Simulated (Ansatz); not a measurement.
Ansatz (a first-principles code) input (B3LYP/def2-TZVPD):

Ansatz 0.2 input:
```yaml
crystal:
  periodic: [false, false, false]
  atoms:
    - {symbol: C, position_ang: [1.93389201, -0.38546578, -0.58475998]}
    - {symbol: C, position_ang: [0.98895226, 0.39232524, 0.33522183]}
    - {symbol: B, position_ang: [-0.56549147, 0.10439342, 0.16203666]}
    - {symbol: N, position_ang: [-1.48893997, 0.79703409, 0.98850562]}
    - {symbol: N, position_ang: [-1.02490058, -0.82767744, -0.80051108]}
    - {symbol: H, position_ang: [2.98046870, -0.13174620, -0.40374628]}
    - {symbol: H, position_ang: [1.83413648, -1.46427321, -0.43909328]}
    - {symbol: H, position_ang: [1.72878686, -0.17464668, -1.63760499]}
    - {symbol: H, position_ang: [1.26066000, 0.19659550, 1.37939742]}
    - {symbol: H, position_ang: [1.15685699, 1.46728932, 0.19848079]}
    - {symbol: H, position_ang: [-1.19458498, 1.46326097, 1.67950737]}
    - {symbol: H, position_ang: [-2.48627130, 0.67834002, 0.94845384]}
    - {symbol: H, position_ang: [-0.39944376, -1.33394849, -1.40024841]}
    - {symbol: H, position_ang: [-1.99333347, -1.04949162, -0.95406270]}
basis:
  gaussian:
    orbitals: def2-TZVPD
hamiltonian:
  xc: {name: B3LYP}
total_charge: 1
magnetization: {spin_polarized: true, initial_magnetization: 1}
```

Output:

```
Functional definition: B3LYP
integrals: 0.18 GiB planned
1330 factors; their error is unknown
0.45 GiB of the device are held for the grids
1.45 GiB of device memory are held for the factors and their scratch space
mean field: 1.86 GiB planned
mean field evaluation 1: about -5851.8394 eV, gradient 7.2e1 eV
mean field evaluation 2: about -5825.5448 eV, gradient 9.4e1 eV
mean field evaluation 4: about -5873.2669 eV, gradient 9.7e0 eV
mean field evaluation 8: about -5873.6785 eV, gradient 2.5e-1 eV
mean field evaluation 16: about -5873.6625 eV, gradient 2.4e-3 eV
mean field evaluation 32: about -5872.0652 eV, gradient 2.2e-1 eV
mean field -5873.66253680 eV, -215.8531169160 hartree, gradient 1.8e-5 eV, S^2 0.768511; 4 other end points of the search recorded, 0 dependent functions left out
reference -5873.66282089 eV, -215.8531273562 hartree; 20, 19 occupied and 246, 247 virtual orbitals, 1330 factors
Total energy: -5873.66282089 eV, -215.8531273562 hartree
```

This state (charge 1, doublet) is run at the relaxed geometry of the species with charge 0 and multiplicity 1.
